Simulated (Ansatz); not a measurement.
Calculated with Ansatz (gas phase, PBE0-D4/def2-TZVP geometries, no zero-point term in ΔE). CBS: MP2 limit from def2 TZ/QZ plus the TZ coupled-cluster correction, frozen cores. DFT in def2-TZVPP. Each species was taken in one conformer, which may not be the lowest.

Reaction (cleavage of the Si–B bond): `F[SiH]1CB1[SiH3]` + `COB(O)O` → `COB(O)O[SiH3]` + `F[SiH]1BC1`

```csv
level,ΔE (kcal/mol),difference from CCSD(T)/CBS
PBE-D4,-8.6,5.2
r2SCAN-D4,-12.8,1.0
B2PLYP,-14.4,-0.6
PBE,-8.6,5.2
HF/def2-TZVPP,-19.9,-6.1
MP2/def2-TZVPP,-13.7,0.1
SCS-MP2/def2-TZVPP,-15.1,-1.3
HF/def2-QZVPP,-20.6,-6.8
MP2/def2-QZVPP,-14.2,-0.4
CCSD/CBS(def2),-14.8,-1.0
CCSD(T)/CBS,-13.8,0
```

Largest T1 diagnostic among the species: 0.014.

From PBE to PBE0 (25 % exact exchange), in def2-TZVPP and without D4, ΔE moves by −1.8 kcal/mol. In def2-TZVPP, CCSD(T) changes the Hartree–Fock value by +6.7 kcal/mol (the triples alone add +1.0 kcal/mol) and MP2 by +6.2 kcal/mol.
